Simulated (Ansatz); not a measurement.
Stepwise reaction of `[CH3][Zr]([CH3])([Cl])[Cl]` with hydrogen chloride, as a gas-phase model of exchange steps in deposition or etching. ΔE in kJ/mol; ΔG adds harmonic PBE0-D4 terms to CCSD(T)/CBS, at 1 bar.

Computed with Ansatz on PBE0-D4/def2-TZVP structures; ΔE is electronic, products minus reactants. CBS: MP2 limit from def2 TZ/QZ plus the TZ coupled-cluster correction, frozen cores. This one scheme is used for every species. Functionals use def2-TZVPP. B3LYP here is the variant with VWN-RPA as its local correlation; programs differ in this. def2 core potentials past Kr. For Zr outer-core shells are correlated without core-valence functions, which leaves a few kJ/mol of doubt a bond.

| step | reaction | PBE-D4 | B3LYP-D4 | ωB97M-V | CCSD(T)/CBS | ΔG(400 K) |
| --- | --- | --- | --- | --- | --- | --- |
| 1 | `[CH3][Zr]([CH3])([Cl])[Cl]` + HCl → `[CH3][Zr]([Cl])([Cl])[Cl]` + CH₄ | -212.9 | -218.2 | -214.2 | -214.4 | -188.3 |
| 2 | `[CH3][Zr]([Cl])([Cl])[Cl]` + HCl → `[Cl][Zr]([Cl])([Cl])[Cl]` + CH₄ | -201.1 | -205.1 | -199.9 | -199.5 | -176.9 |

(1) By hand: ΔE of the 2 steps together at CCSD(T)/CBS.

Answers

(1) (-214.4) + (-199.5) = -413.9 kJ/mol, or -206.9 kJ/mol a step.

In ΔE each step is higher than the one before. All are downhill at CCSD(T)/CBS. ΔG lies between -188.3 and -176.9 kJ/mol a step. PBE-D4 differs from CCSD(T)/CBS by -1.6 to 1.5 kJ/mol a step. Only this route is followed, and other bonds may react first. Isolated molecules leave out the surface, adducts and barriers. Largest T1 diagnostic: 0.015.
